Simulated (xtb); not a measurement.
Cl₅Mo, doublet, geometry from GFN2-xTB (such geometries of metal compounds can be far from the true shape), atoms displaced at random by about 0.1 Å a coordinate; xtb with GFN2-xTB.

Here is a job for xtb.
```
$ xtb mol.xyz --gfn 2 --uhf 1 --opt --json

# file mol.xyz
6

Mo    -0.09125797    -0.13540436    -0.02227073
Cl     1.92586904    -0.24141599    -1.13650828
Cl     0.92041380    -1.10053329     1.76009776
Cl    -0.89831802     1.00448455    -1.96614342
Cl    -1.89823600    -1.47333125     0.26176049
Cl    -0.13017724     1.82656445     1.19573777
```

Output, abridged:

```
   ID    Z sym.   atoms
    1   42 Mo     1
    2   17 Cl     2-6

           -------------------------------------------------
          |                Calculation Setup                |
           -------------------------------------------------

           -------------------------------------------------
          |                 G F N 2 - x T B                 |
           -------------------------------------------------

          ...................................................
          :                      SETUP                      :
          :.................................................:
          :  # basis functions                  60          :
          :  # atomic orbitals                  54          :
          :  # shells                           18          :
          :  # electrons                        41          :
          :  max. iterations                   250          :
          :  Hamiltonian                  GFN2-xTB          :
          :  restarted?                      false          :
          :  GBSA solvation                  false          :
          :  PC potential                    false          :
          :  electronic temp.          300.0000000     K    :
          :  accuracy                    1.0000000          :
          :  -> integral cutoff          0.2500000E+02      :
          :  -> integral neglect         0.1000000E-07      :
          :  -> SCF convergence          0.1000000E-05 Eh   :
          :  -> wf. convergence          0.1000000E-03 e    :
          :  Broyden damping             0.4000000          :
          :  net charge                          0          :
          :  unpaired electrons                  1          :
          ...................................................

 iter      E             dE          RMSdq      gap      omega  full diag
   1    -24.8472427 -0.248472E+02  0.785E+00    0.26       0.0  T
   2    -24.6656668  0.181576E+00  0.138E+01    0.05       1.0  T
   3    -24.9804911 -0.314824E+00  0.380E+00    0.20       1.0  T
   4    -25.0022878 -0.217967E-01  0.147E+00    0.16       1.0  T
   5    -25.0016539  0.633835E-03  0.115E+00    0.14       1.0  T
   6    -25.0022878 -0.633850E-03  0.874E-01    0.13       1.0  T
   7    -25.0025565 -0.268725E-03  0.255E-01    0.13       1.0  T
   8    -25.0025646 -0.812259E-05  0.183E-01    0.13       1.0  T
   9    -25.0025695 -0.481666E-05  0.804E-02    0.13       1.0  T
  10    -25.0025775 -0.803984E-05  0.623E-02    0.13       1.0  T
  11    -25.0025821 -0.462319E-05  0.452E-02    0.14       1.0  T
  12    -25.0025852 -0.311516E-05  0.269E-02    0.14       1.5  T
  13    -25.0025864 -0.119659E-05  0.143E-02    0.14       2.9  T
  14    -25.0025866 -0.141570E-06  0.102E-02    0.14       4.0  T
  15    -25.0025867 -0.145096E-06  0.724E-03    0.14       5.6  T
  16    -25.0025868 -0.820766E-07  0.584E-03    0.14       7.0  T
  17    -25.0025868 -0.129318E-07  0.935E-04    0.14      43.7  T
  18    -25.0025868 -0.369827E-09  0.681E-04    0.14      59.9  T

   *** convergence criteria satisfied after 18 iterations ***

         :::::::::::::::::::::::::::::::::::::::::::::::::::::
         ::                     SUMMARY                     ::
         :::::::::::::::::::::::::::::::::::::::::::::::::::::
         :: total energy             -24.993560867430 Eh    ::
         :: gradient norm              0.028337255919 Eh/a0 ::
         :: HOMO-LUMO gap              0.135588352137 eV    ::
         ::.................................................::
         :: SCC energy               -25.002575150521 Eh    ::
         :: -> isotropic ES            0.060133601553 Eh    ::
         :: -> anisotropic ES         -0.000180847902 Eh    ::
         :: -> anisotropic XC         -0.000125424601 Eh    ::
         :: -> dispersion             -0.010649664206 Eh    ::
         :: repulsion energy           0.009014283091 Eh    ::
[...]
 * total energy  :   -24.9935609 Eh     change       -0.5754579E-09 Eh
 * total energy  :   -24.9989922 Eh     change       -0.5431370E-02 Eh
 * total energy  :   -24.9990008 Eh     change       -0.8540742E-05 Eh
 * total energy  :   -24.9993672 Eh     change       -0.3664552E-03 Eh
 * total energy  :   -24.9993670 Eh     change        0.2643589E-06 Eh
 * total energy  :   -24.9994636 Eh     change       -0.9664807E-04 Eh
 * total energy  :   -24.9994620 Eh     change        0.1577936E-05 Eh
 * total energy  :   -24.9994665 Eh     change       -0.4488158E-05 Eh
   *** GEOMETRY OPTIMIZATION CONVERGED AFTER 8 ITERATIONS ***
         :: total energy             -24.999466528790 Eh    ::
[...]
        13        2.0000           -0.4948201             -13.4647
        14        2.0000           -0.4838578             -13.1664
        15        2.0000           -0.4808278             -13.0840
        16        2.0000           -0.4552805             -12.3888
        17        2.0000           -0.4542912             -12.3619
        18        2.0000           -0.4535958             -12.3430
        19        2.0000           -0.4524938             -12.3130
        20        2.0000           -0.4494974             -12.2314
        21        0.9767           -0.3785004             -10.2995 (HOMO)
        22        0.0233           -0.3713993             -10.1063 (LUMO)
        23                         -0.3428033              -9.3282
        24                         -0.3203075              -8.7160
        25                         -0.1781090              -4.8466
        26                         -0.0401217              -1.0918
        27                         -0.0400259              -1.0892
        28                         -0.0389551              -1.0600
        29                         -0.0387329              -1.0540
        30                         -0.0385859              -1.0500
        31                         -0.0364120              -0.9908
        32                         -0.0362824              -0.9873
       ...                                ...                  ...
        54                          0.7986276              21.7318
      -------------------------------------------------------------
                  HL-Gap            0.0071011 Eh            0.1932 eV
             Fermi-level           -0.3944744 Eh          -10.7342 eV

     #   Z          covCN         q      C6AA      α(0)
     1  42 Mo       4.173     0.652   354.590    38.730
     2  17 Cl       0.859    -0.040   100.366    15.326
     3  17 Cl       0.856    -0.242   106.756    15.807
     4  17 Cl       0.856    -0.242   106.781    15.808
     5  17 Cl       0.859    -0.040   100.355    15.325
     6  17 Cl       0.850    -0.089   101.857    15.440

 Mol. C6AA /au·bohr⁶  :       4810.665711
 Mol. C8AA /au·bohr⁸  :     278512.980551
 Mol. α(0) /au        :        116.435893

Wiberg/Mayer (AO) data.
largest (>0.10) Wiberg bond orders for each atom

 ---------------------------------------------------------------------------
     #   Z sym  total        # sym  WBO       # sym  WBO       # sym  WBO
 ---------------------------------------------------------------------------
     1  42 Mo   6.200 --     5 Cl   1.368     2 Cl   1.368     6 Cl   1.288
                             3 Cl   1.088     4 Cl   1.087
     2  17 Cl   1.658 --     1 Mo   1.368
     3  17 Cl   1.330 --     1 Mo   1.088
     4  17 Cl   1.329 --     1 Mo   1.087
     5  17 Cl   1.659 --     1 Mo   1.368
     6  17 Cl   1.547 --     1 Mo   1.288
 ---------------------------------------------------------------------------

Topologies differ in total number of bonds
Writing topology from bond orders to xtbtopo.mol

molecular dipole:
                 x           y           z       tot (Debye)
 q only:        0.015      -0.238      -0.138
   full:        0.013      -0.231      -0.134       0.678
molecular quadrupole (traceless):
                xx          xy          yy          xz          yz          zz
 q only:        2.365       2.397       1.327      -4.063       4.179      -3.692
  q+dip:        3.145       2.768       0.855      -4.418       3.909      -4.000
   full:        3.372       2.913       0.794      -4.605       3.968      -4.166

optimized geometry written to: xtbopt.xyz

           -------------------------------------------------
          | TOTAL ENERGY              -24.999466528790 Eh   |
          | GRADIENT NORM               0.000448644036 Eh/α |
          | HOMO-LUMO GAP               0.193231194698 eV   |
           -------------------------------------------------

normal termination of xtb
```
